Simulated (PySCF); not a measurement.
## [Dy(OH)2]+ at several levels of theory

Computed with PySCF 2.14.0 (density fitting, no spin-orbit coupling) at the geometry relaxed with PBE0:

```xyz
5
[Dy(OH)2]+ (singlet in the valence; each metal's 4f electrons, 9 of them, lie in its core potential, out of spins and levels)
Dy    0.0000    0.0000   -0.5656
O     1.6313   -0.0345    0.5098
H     2.2894   -0.0482    1.2124
O    -1.6313    0.0345    0.5098
H    -2.2894    0.0482    1.2124
```

| level | basis | state | HOMO (eV) | gap (eV) | charge on Dy1 (e) | population of f-type functions on Dy1 (polarisation alone where 4f lies in the core) | dipole about the centre of mass (D) | largest force component (eV/Å) |
| --- | --- | --- | --- | --- | --- | --- | --- | --- |
| PBE0 | Dy lcecp-1-SVP with ECP55, O def2-SVP, H def2-SVP | singlet | -13.64 | 6.58 | 1.39 | 0.08 | 2.48 | 0.01 |
| TPSSh | the same | singlet | -12.72 | 5.43 | 1.36 | 0.08 | 2.38 | 0.33 |
| BP86 | the same | singlet | -12.15 | 4.49 | 1.25 | 0.08 | 2.08 | 0.45 |

In the lcecp rows the 4f levels are missing from HOMO and gap, and the state counts the valence alone.

Charges are Mulliken's, which hang on the basis. The relaxation used the grid (50, 194), these runs (75, 302) or, all-electron (x2c bases, spin-free X2C Hamiltonian), (99, 590).

(1) What does PBE0 with Dy lcecp-1-TZVP with ECP55, O def2-TZVP, H def2-TZVP give here?

An lcecp potential fixes the number of 4f electrons, so in runs with it no electron can move into or out of that shell.

Answers

(1) state singlet, HOMO (eV) -13.69, gap (eV) 6.65, charge on Dy1 (e) 1.77, population of f-type functions on Dy1 (polarisation alone where 4f lies in the core) 0.08, dipole about the centre of mass (D) 2.68, largest force component (eV/Å) 0.18. Time: 6.4 s on 2 threads of Arm Neoverse V2, on a shared host, from free ions and atoms.
